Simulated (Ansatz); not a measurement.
## Which isomer of H8OSi3 gives these data?

These gas-phase data were calculated for one isomer of H8OSi3 at B3LYP/6-31G* (harmonic, unscaled wavenumbers; equilibrium rotational constants with average atomic masses):

- rotational constants: 9.785, 1.202, 1.112 GHz
- all wavenumbers above 1500 cm⁻¹: 2270, 2248, 2247, 2246, 2241, 2230, 2219, 2213

Candidates:

(1) `O[SiH2][SiH2][SiH3]`, a singlet
(2) `[SiH3]O[SiH2][SiH3]`, a singlet

Problem. Which candidate do the data belong to?

Solution. Candidate (2). No mode falls between 3300 and 4000 cm⁻¹, where the O–H stretch of (1) would stand.

The same quantities for all candidates:

|  | rotational constants (GHz) | wavenumbers above 1500 cm⁻¹ | E above the lowest, B3LYP/6-31G* (kcal/mol) |
| --- | --- | --- | --- |
| (1) | 4.912, 1.642, 1.32 | 3790, 2255, 2243, 2232, 2223, 2214, 2204, 2201 | 23.3 |
| (2) | 9.785, 1.202, 1.112 | 2270, 2248, 2247, 2246, 2241, 2230, 2219, 2213 | 0.0 |

Each candidate is one conformer. Programs: Ansatz 0.2.0.
